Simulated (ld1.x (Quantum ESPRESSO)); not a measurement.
Before and after: TM potential for arsenic (As)

ld1.x (Quantum ESPRESSO) 7.5 input, shortened:

```
&input
   title='As', zed=33., rel=1, dft='BLYP', iswitch=3,
   config='[Ar] 3d10 4s2 4p2 4d-2'
 /
 &inputp
   pseudotype=2, tm=.true., lloc=0,
   nlcc=.true., new_core_ps=.true., rcore=0.70
 /
3
4P  2  1   2.00   0.00  1.70  1.70  0.0
4D  3  2  -2.00   0.50  1.30  1.30  0.0
4S  1  0   2.00   0.00  1.20  1.20  0.0
 &test
   configts(1)='4s2 4p2'
 /
```

Change: local potential the d channel.

Cutoffs: the cutoffs (Ry, on a coarse ladder) from which the occupation-weighted sum of valence levels, in a spherical-Bessel basis at the reference potential, stays within 10 and 1 mRy of its value at 400 Ry; they do not see the model core or the augmentation charge, which bear on the density cutoff. Errors are all-electron minus pseudo energies relative to the spin-unpolarised reference configuration.

Question: What does the change do?

Answer: The potential gets softer (80 Ry and 160 Ry → 60 Ry and 160 Ry); the bound ghosts move from d, p to p, s; of the 7 tests that both files solve, the error grows in 0 and shrinks in 4 by more than 15 % and 0.3 meV (median size 12.1 → 8.7 meV); the range in which the d phases agree narrows (upper end 1.9 → 0.8). In the separable form a ghost depends on how the local part lies against the semilocal potential of the channel, so the choice of the local part can create or remove one.

```tsv
quantity	base	changed
cutoff, loose	80 Ry	60 Ry
cutoff, tight	160 Ry	160 Ry
loose cutoff by channel (10 mRy a level)	p 21 Ry, s 50 Ry	s 50 Ry, p 8 Ry
bound ghosts	p, d	s, p
error for 4s2 4p3, meV [ΔE -9.03 eV]	-3.6	+0.4
error for 4s2 4p1, meV [ΔE 17.86 eV]	-12	-8.7
error for 4s2 4p0, meV [ΔE 45.61 eV]	-48	-50
error for 4s2 4p2.5, meV [ΔE -5.54 eV]	-0.8	+0.3
error for 4s0 4p5, meV [ΔE 10.17 eV]	-47	-45
error for 4s2 4p3.3, meV [ΔE -10.23 eV]	-5.6	+0.5
error for 4s1 4p0, meV [ΔE 96.45 eV]	-250	-256
s: phases at 1.84 bohr within 0.05 rad from the reference energy up to (Ry; the scan ends near 5)	1.7	0.7
p: phases at 1.84 bohr within 0.05 rad from the reference energy up to (Ry; the scan ends near 5)	4.6	to the end of the scan
d: phases at 1.84 bohr within 0.05 rad from the reference energy up to (Ry; the scan ends near 5)	1.9	0.8
```

 A true bound ghost makes a file unfit for plane-wave use even where its test errors are small: the radial tests pick states by their node count and pass the ghost by.
